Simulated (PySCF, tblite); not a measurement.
Isomers of C3H11Si3 (doublet state). Level: GFN2-xTB in tblite, geometry and Hessian alike; calculated harmonic values, unscaled, isolated species. This tight-binding method is rough: wavenumbers can miss measured ones by several per cent, in bad cases by 10 to 20. Modes of hydrogen on silicon can be 10 to 20 % off. One conformer each. Open shells enter through the occupations alone, without spin polarisation, and single modes of such species can be off by tens of per cent.

Electronic energies: B3LYP/pcH-1 single points on the GFN2-xTB geometries (PySCF, gas phase).

```json
{"SMILES": "[SiH3]/C=[C]\\[SiH2]C[SiH3]", "electronic energy, lowest = 0 (kcal/mol)": "7.0"}
{"SMILES": "[SiH2]C[SiH2]/C=C\\[SiH3]", "electronic energy, lowest = 0 (kcal/mol)": "0.0"}
{"SMILES": "[SiH3]/C=C\\[SiH]C[SiH3]", "electronic energy, lowest = 0 (kcal/mol)": "0.3"}
```

Task: How do GFN2-xTB zero-point energies change the relative energies?

Result: 
```
                    SMILES  ZPE (kcal/mol)  of it from modes above 1550 cm⁻¹  electronic (kcal/mol)  with ZPE, lowest = 0 (kcal/mol)  lowest mode (cm⁻¹)  rings
  [SiH2]C[SiH2]/C=C\[SiH3]            71.0                              41.7                    0.0                              0.0                 13i      0
   [SiH3]/C=C\[SiH]C[SiH3]            70.9                              39.3                    0.3                              0.2                  39      0
[SiH3]/C=[C]\[SiH2]C[SiH3]            68.5                              40.7                    7.0                              4.5                  14      0
```

The zero-point energies span 2.5 kcal/mol, from `[SiH3]/C=[C]\[SiH2]C[SiH3]` to `[SiH2]C[SiH2]/C=C\[SiH3]`. Slightly imaginary modes are left out of the zero-point energy: `[SiH2]C[SiH2]/C=C\[SiH3]` 12.6i cm⁻¹. The order is unchanged.

Task: And how do the electronic energies of GFN2-xTB itself compare?

Result: `[SiH2]C[SiH2]/C=C\[SiH3]` 8.3; `[SiH3]/C=C\[SiH]C[SiH3]` 0.0; `[SiH3]/C=[C]\[SiH2]C[SiH3]` 10.9 kcal/mol, lowest = 0. Against the energies above, taken from the same isomer `[SiH2]C[SiH2]/C=C\[SiH3]`, the largest difference is 8.6 kcal/mol.
